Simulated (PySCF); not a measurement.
Species: C₃H₉BF₃N.
Z-matrix (Å and degrees, GFN2-xTB geometry), rows numbered from 1:
```
B 
N   1  1.6600
C   2  1.4601  1  111.64
C   2  1.4516  1  109.14  3   126.18
C   4  1.5292  2  113.97  1   169.29
F   5  1.3438  4  111.53  2   -39.05
F   5  1.3366  4  111.43  2  -158.64
F   5  1.3411  4  113.46  2    81.06
H   1  1.1874  2  105.47  3    56.47
H   1  1.1911  2  105.19  3   175.74
H   1  1.1886  2  105.91  3   -64.16
H   2  1.0175  1  103.35  3  -117.17
H   3  1.0886  2  108.90  1    65.15
H   3  1.0915  2  112.57  1  -173.21
H   3  1.0870  2  108.47  1   -52.32
H   4  1.0933  2  109.17  1   -68.90
H   4  1.0935  2  108.72  1    49.04
```

The closed-shell SCF was solved with PySCF and density fitting under several settings on one GFN2-xTB geometry (grid level 2 and gas phase unless stated).

```tsv
settings	basis functions	SCF cycles	E (Eh)	HOMO (eV)	LUMO (eV)	dipole (D)
wB97X-D/def2-SVPD, grid level 1	241	10	-498.3828	-10.09	1.76	2.91
B3LYP/6-311G**	198	12	-499.0176	-7.91	0.41	3.12
```

**Question.** Estimate the row for these settings: CAM-B3LYP/MINI, IEF-PCM chloroform.

**Answer.** 
| settings | basis functions | SCF cycles | E (Eh) | HOMO (eV) | LUMO (eV) | dipole (D) |
| --- | --- | --- | --- | --- | --- | --- |
| CAM-B3LYP/MINI, IEF-PCM chloroform | 49 | 11 | -495.0703 | -11.43 | 3.00 | 4.62 |

**Question.** Over all rows, what range does the HOMO–LUMO gap span?

**Answer.** From 8.32 eV (B3LYP/6-311G**) to 14.43 eV (CAM-B3LYP/MINI, IEF-PCM chloroform). The functional of the narrowest has 20 % exact exchange, that of the widest range-separated exact exchange.

**Question.** And the dipole moment?

**Answer.** From 2.91 D (wB97X-D/def2-SVPD, grid level 1) to 4.62 D (CAM-B3LYP/MINI, IEF-PCM chloroform); the largest is 1.59 times the smallest, and the median is 3.12 D.

wB97X-D ran without the empirical dispersion term, which would shift the total energy alone. Cycle counts include a coarse-grid stage where the run had one. All basis functions are spherical, in the Pople sets too. Geometry: GFN2-xTB, one conformer.
